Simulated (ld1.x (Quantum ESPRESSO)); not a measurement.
**Building the TM semilocal potential for Ni (PBE, scalar-relativistic).**

ld1.x (Quantum ESPRESSO) 7.5 was run on this input:

```
&input
   title='Ni', zed=28., rel=1, dft='PBE', iswitch=3,
   config='[Ar] 3d8 4s2 4p0 4f-2',
   nld=4, rlderiv=2.30, eminld=-3.0, emaxld=5.0, deld=0.02
 /
 &inputp
   pseudotype=1, tm=.true., lloc=1,
   nlcc=.true., rcore=0.60,
   file_pseudopw='Ni.pp', file_wfcaegen='ae.wfc', file_wfcncgen='nc.wfc'
 /
4
4S  1  0   2.00   0.00  2.10  2.10  0.0
3D  3  2   8.00   0.00  1.05  1.05  0.0
4F  4  3  -2.00  -0.10  1.70  1.70  0.0
4P  2  1   0.00   0.00  2.00  2.00  0.0
 &test
   configts(1)='3d8 4s2 4p0'
 /
```

Command:

```bash
ld1.x < Ni.in > Ni.out
```

Resulting log (shortened: banner, matrices, multipoles, cross overlaps and the repeated all-electron block are left out):

```
Program LD1 v.7.5
     --------------------------- All-electron run ----------------------------

     Ni
     scalar relativistic calculation

     atomic number is 28.00
     dft =PBE   lsd =0 sic =0 latt =0  beta=0.20 tr2=1.0E-14
     Exchange-correlation= PBE
                           (   1   4   3   4   0   0   0)
     mesh =1195 r(mesh) =  98.77016 a.u. xmin = -7.00 dx = 0.01250
     1 Ry =  13.60569312 eV, c = 137.03599908

     n l     nl                  e(Ry)          e(Ha)          e(eV)
     1 0     1S 1( 2.00)      -603.5861      -301.7930     -8212.2067
     2 0     2S 1( 2.00)       -72.1633       -36.0817      -981.8319
     2 1     2P 1( 6.00)       -62.0831       -31.0415      -844.6830
     3 0     3S 1( 2.00)        -8.1627        -4.0813      -111.0590
     3 1     3P 1( 6.00)        -5.2469        -2.6235       -71.3877
     3 2     3D 1( 8.00)        -0.6522        -0.3261        -8.8739
     4 0     4S 1( 2.00)        -0.4147        -0.2074        -5.6426
     4 1     4P 1( 0.00)        -0.0900        -0.0450        -1.2251

     final scf error:  5.8E-15 reached in  36 iterations

     Etot =   -3041.077413 Ry,   -1520.538706 Ha,  -41375.966038 eV

     Ekin =    3083.311555 Ry,    1541.655777 Ha,   41950.590818 eV
     Encl =   -7298.922555 Ry,   -3649.461277 Ha,  -99306.900411 eV
     Eh   =    1300.991314 Ry,     650.495657 Ha,   17700.888570 eV
     Exc  =    -126.457726 Ry,     -63.228863 Ha,   -1720.545015 eV

     normalization and overlap integrals

     s(1S/1S) =  1.000000  <r> =   0.0541  <r2> =    0.0039  r(max) =   0.0353
     s(2S/2S) =  1.000000  <r> =   0.2449  <r2> =    0.0708  r(max) =   0.2055
     s(2P/2P) =  1.000000  <r> =   0.2153  <r2> =    0.0569  r(max) =   0.1641
     s(3S/3S) =  1.000000  <r> =   0.7400  <r2> =    0.6327  r(max) =   0.6410
     s(3P/3P) =  1.000000  <r> =   0.7785  <r2> =    0.7159  r(max) =   0.6491
     s(3D/3D) =  1.000000  <r> =   1.0109  <r2> =    1.3884  r(max) =   0.6331
     s(4S/4S) =  1.000000  <r> =   2.8073  <r2> =    9.2343  r(max) =   2.2374
     s(4P/4P) =  1.000000  <r> =   4.3854  <r2> =   23.4935  r(max) =   3.1750

     ------------------------ End of All-electron run ------------------------

     --------------------- Generating NC pseudopotential ---------------------

      Generating local pot.: lloc=1, matching radius rcloc =   2.0000

      Computing core charge for nlcc:

       r > 0.60 : true rho core
       r < 0.60 : rho core = a sin(br)/r    a=  22.44  b=   3.24

      Integrated core pseudo-charge :   9.12

      Wfc   4S  rcut= 2.102  Using Troullier-Martins method

      Wfc   3D  rcut= 1.044  Using Troullier-Martins method

      Wfc   4F  rcut= 1.721  Using Troullier-Martins method

     ------------------- End of pseudopotential generation -------------------

     Computing logarithmic derivative in   2.30842
     Computing logarithmic derivative in   2.30842
     Computing the partial wave expansion
     R is outside the sphere for l=    0 j= 0.00
       no projector for channel:   1
     R is outside the sphere for l=    2 j= 0.00
     R is outside the sphere for l=    3 j= 0.00

     ---------------------- Testing the pseudopotential ----------------------

     Ni
     scalar relativistic calculation

     atomic number is 28.00   valence charge is 10.00
     dft =PBE   lsd =0 sic =0 latt =0  beta=0.20 tr2=1.0E-14
     mesh =1195 r(mesh) =  98.77016 xmin = -7.00 dx = 0.01250

     n l     nl             e AE (Ry)        e PS (Ry)    De AE-PS (Ry)
     3 2     3D   1( 8.00)       -0.65222       -0.65222        0.00001
     1 0     4S   1( 2.00)       -0.41473       -0.41473        0.00000
     2 1     4P   1( 0.00)       -0.09004       -0.09004       -0.00000

     eps = 3.8E-16  iter =  6

     Etot =   -3041.077413 Ry,   -1520.538706 Ha,  -41375.966038 eV
     Etotps =   -95.761707 Ry,     -47.880853 Ha,   -1302.904398 eV

     Ekin =     126.556151 Ry,      63.278076 Ha,    1721.884157 eV
     Encl =    -140.682677 Ry,     -70.341339 Ha,   -1914.085336 eV
     Ehrt =      73.500442 Ry,      36.750221 Ha,    1000.024459 eV
     Ecxc =     -36.971907 Ry,     -18.485953 Ha,    -503.028417 eV
     (Ecc =     -18.029197 Ry,      -9.014599 Ha,    -245.299723 eV)
     Epseu=    -118.163716 Ry,     -59.081858 Ha,   -1607.699262 eV

     ---------------------- End of pseudopotential test ----------------------
```

Generation and configuration tests took about 1.2 s on one core of a shared server CPU.

Transferability test of the new file with ld1.x, input:

```
&input
   title='Ni', zed=28., rel=1, dft='PBE', iswitch=2,
   config='[Ar] 3d8 4s2 4p0 4f-2'
 /
 &test
   file_pseudo='Ni.pp', nconf=8,
   configts(1)='3d8 4s2 4p0',
   configts(2)='3d8 4s1 4p0',
   configts(3)='3d8 4s0 4p0',
   configts(4)='3d7 4s0 4p0',
   configts(5)='3d7 4s2 4p0',
   configts(6)='3d9 4s1 4p0',
   configts(7)='3d9 4s0 4p0',
   configts(8)='3d8 4s1.5 4p0'
 /
```

```bash
ld1.x < Ni.test.in > Ni.test.out
```

Pseudopotential blocks of its output, shortened (energy terms left out):

```
     ---------------------- Testing the pseudopotential ----------------------

     n l     nl             e AE (Ry)        e PS (Ry)    De AE-PS (Ry)
     3 2     3D   1( 8.00)       -0.65222       -0.65222        0.00001
     1 0     4S   1( 2.00)       -0.41473       -0.41473        0.00000
     2 1     4P   1( 0.00)       -0.09004       -0.09004       -0.00000

     eps = 9.8E-16  iter = 12

     Etot =   -3041.077413 Ry,   -1520.538706 Ha,  -41375.966038 eV
     Etotps =   -95.761707 Ry,     -47.880853 Ha,   -1302.904395 eV

     ---------------------- End of pseudopotential test ----------------------

          ---------------------- Testing the pseudopotential ----------------------

     n l     nl             e AE (Ry)        e PS (Ry)    De AE-PS (Ry)
     3 2     3D   1( 8.00)       -1.31740       -1.31288       -0.00452
     1 0     4S   1( 1.00)       -0.96899       -0.97042        0.00143
     2 1     4P   1( 0.00)       -0.55731       -0.55833        0.00102

     eps = 3.7E-15  iter = 16

     Etot =   -3040.392221 Ry,   -1520.196111 Ha,  -41366.643535 eV
     Etotps =   -95.075891 Ry,     -47.537946 Ha,   -1293.573397 eV
     dEtot_ae =       0.685191 Ry
     dEtot_ps =       0.685816 Ry,   Delta E=      -0.000624 Ry

     ---------------------- End of pseudopotential test ----------------------

          ---------------------- Testing the pseudopotential ----------------------

     n l     nl             e AE (Ry)        e PS (Ry)    De AE-PS (Ry)
     3 2     3D   1( 8.00)       -2.08483       -2.07563       -0.00921  !
     1 0     4S   1( 0.00)       -1.59120       -1.59656        0.00536  !
     2 1     4P   1( 0.00)       -1.10409       -1.10929        0.00521  !

     eps = 7.1E-15  iter = 14

     Etot =   -3039.116953 Ry,   -1519.558476 Ha,  -41349.292622 eV
     Etotps =   -93.797387 Ry,     -46.898693 Ha,   -1276.178460 eV
     dEtot_ae =       1.960460 Ry
     dEtot_ps =       1.964320 Ry,   Delta E=      -0.003860 Ry

     ---------------------- End of pseudopotential test ----------------------

          ---------------------- Testing the pseudopotential ----------------------

     n l     nl             e AE (Ry)        e PS (Ry)    De AE-PS (Ry)
     3 2     3D   1( 7.00)       -3.45909       -3.48514        0.02605  !
     1 0     4S   1( 0.00)       -2.46040       -2.46469        0.00429
     2 1     4P   1( 0.00)       -1.87049       -1.87772        0.00723  !

     eps = 6.2E-16  iter = 12

     Etot =   -3036.363194 Ry,   -1518.181597 Ha,  -41311.825831 eV
     Etotps =   -91.038242 Ry,     -45.519121 Ha,   -1238.638380 eV
     dEtot_ae =       4.714218 Ry
     dEtot_ps =       4.723465 Ry,   Delta E=      -0.009247 Ry

     ---------------------- End of pseudopotential test ----------------------

          ---------------------- Testing the pseudopotential ----------------------

     n l     nl             e AE (Ry)        e PS (Ry)    De AE-PS (Ry)
     3 2     3D   1( 7.00)       -1.76401       -1.79413        0.03012  !
     1 0     4S   1( 2.00)       -1.10187       -1.09702       -0.00484
     2 1     4P   1( 0.00)       -0.64399       -0.64030       -0.00369

     eps = 9.4E-15  iter = 19

     Etot =   -3039.892641 Ry,   -1519.946321 Ha,  -41359.846405 eV
     Etotps =   -94.564114 Ry,     -47.282057 Ha,   -1286.610319 eV
     dEtot_ae =       1.184771 Ry
     dEtot_ps =       1.197592 Ry,   Delta E=      -0.012821 Ry

     ---------------------- End of pseudopotential test ----------------------

          ---------------------- Testing the pseudopotential ----------------------

     n l     nl             e AE (Ry)        e PS (Ry)    De AE-PS (Ry)
     3 2     3D   1( 9.00)       -0.34135       -0.33380       -0.00755  !
     1 0     4S   1( 1.00)       -0.33017       -0.33587        0.00570  !
     2 1     4P   1( 0.00)       -0.05529       -0.05742        0.00213

     eps = 3.0E-15  iter = 23

     Etot =   -3041.194656 Ry,   -1520.597328 Ha,  -41377.561212 eV
     Etotps =   -95.870491 Ry,     -47.935246 Ha,   -1304.384484 eV
     dEtot_ae =      -0.117243 Ry
     dEtot_ps =      -0.108785 Ry,   Delta E=      -0.008458 Ry

     ---------------------- End of pseudopotential test ----------------------

          ---------------------- Testing the pseudopotential ----------------------

     n l     nl             e AE (Ry)        e PS (Ry)    De AE-PS (Ry)
     3 2     3D   1( 9.00)       -0.95276       -0.94108       -0.01168  !
     1 0     4S   1( 0.00)       -0.84752       -0.85785        0.01034  !
     2 1     4P   1( 0.00)       -0.47532       -0.48270        0.00738  !

     eps = 7.6E-15  iter = 17

     Etot =   -3040.613026 Ry,   -1520.306513 Ha,  -41369.647736 eV
     Etotps =   -95.280956 Ry,     -47.640478 Ha,   -1296.363444 eV
     dEtot_ae =       0.464387 Ry
     dEtot_ps =       0.480751 Ry,   Delta E=      -0.016364 Ry

     ---------------------- End of pseudopotential test ----------------------

          ---------------------- Testing the pseudopotential ----------------------

     n l     nl             e AE (Ry)        e PS (Ry)    De AE-PS (Ry)
     3 2     3D   1( 8.00)       -0.97032       -0.96820       -0.00212
     1 0     4S   1( 1.50)       -0.68198       -0.68246        0.00048
     2 1     4P   1( 0.00)       -0.31049       -0.31075        0.00026

     eps = 7.9E-15  iter = 15

     Etot =   -3040.804182 Ry,   -1520.402091 Ha,  -41372.248545 eV
     Etotps =   -95.488345 Ry,     -47.744172 Ha,   -1299.185115 eV
     dEtot_ae =       0.273231 Ry
     dEtot_ps =       0.273362 Ry,   Delta E=      -0.000131 Ry

     ---------------------- End of pseudopotential test ----------------------
```
